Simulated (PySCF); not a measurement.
Ge(OH)(SiH3) (GeH4OSi), SMILES [Ge]([OH])[SiH3] (connectivity only; charge and spin as stated), neutral, multiplicity 1.

The structure is a stationary point at B3LYP-D3(BJ)/def2-SVP. Other conformers were not sampled.

These are B3LYP-D3(BJ)/def2-SVP in PySCF 2.14.0 values and carry that method's errors.

Frequencies are harmonic and unscaled.

Computed harmonic wavenumbers and intensities:
| mode | ν (cm⁻¹) | IR (km/mol) | Raman (Å⁴/amu) | depolarisation | moving atoms (share of kinetic energy) |
|---|---|---|---|---|---|
| 1 | 20 | 0.7 | 0.1 | 0.59 | H 88 %, O 9 % |
| 2 | 149 | 12.8 | 0.3 | 0.21 | O 52 %, H 26 %, Si 12 %, Ge 10 % |
| 3 | 279 | 18.4 | 26.8 | 0.31 | Si 59 %, Ge 28 %, H 13 % |
| 4 | 333 | 45.7 | 13.2 | 0.64 | H 89 %, Si 9 % |
| 5 | 442 | 13.5 | 15.5 | 0.73 | H 76 %, Si 15 % |
| 6 | 555 | 91.5 | 1.9 | 0.75 | H 89 %, O 9 % |
| 7 | 677 | 105.6 | 8.8 | 0.34 | O 81 %, Ge 18 % |
| 8 | 833 | 216.7 | 5.0 | 0.70 | H 92 % |
| 9 | 867 | 150.2 | 3.0 | 0.68 | H 90 % |
| 10 | 934 | 25.1 | 31.7 | 0.75 | H 97 % |
| 11 | 936 | 38.2 | 33.0 | 0.75 | H 97 % |
| 12 | 2146 | 107.7 | 200.2 | 0.09 | H 98 % |
| 13 | 2170 | 105.3 | 162.0 | 0.38 | H 96 % |
| 14 | 2184 | 111.4 | 154.4 | 0.52 | H 96 % |
| 15 | 3801 | 53.7 | 66.0 | 0.21 | H 94 % |
